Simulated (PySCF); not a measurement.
Write Cartesian coordinates for InChI=1S/CHBClF3O2/c3-2(7)8-1(4,5)6/h7H as optimised with PBE0-D3(BJ)/def2-SVP.

```
atom  x, y, z in Å
O1     1.3301   -0.4934   -0.5460
B2     1.0268    0.1852    0.5678
Cl3    2.2505    0.7856    1.6820
O4    -0.2784    0.4524    0.8999
C5    -1.3407    0.0367    0.1792
F6    -1.3852   -1.2884    0.0924
F7    -2.4410    0.4523    0.7806
F8    -1.3233    0.5311   -1.0526
H9     2.2749   -0.6220   -0.6769
```

Orientation and origin are arbitrary. Atoms count from 1 in this order. O4 (boron-bound oxygen) is bent (angle 124.0°). B2 (three-coordinate boron) is planar (angles 122.8°, 121.0° and 116.2°, sum 360.0°, 0.00 Å off the plane of its three neighbours). Of the pairs four or more bonds apart, O1···F8 is among the closest relative to their van der Waals radii: 2.89 Å, 97 % of the sum of Bondi's values. The B–O distances run from 1.339 Å (O1–B2, drawn single) to 1.373 Å (B2–O4, drawn single), a spread of 0.034 Å.

Bonds between heavy atoms (Å): O1–B2 1.339, B2–Cl3 1.760, B2–O4 1.373, O4–C5 1.349, C5–F6 1.329, C5–F7 1.321, C5–F8 1.327.

Method: PBE0-D3(BJ)/def2-SVP geometry optimisation, gas phase (PySCF 2.14.0).

Point group: Cs (tolerance 0.08 Å). No frequency check. One conformer, not necessarily the lowest (H–O1–B2–Cl3 0°, O1–B2–O4–C5 2°).
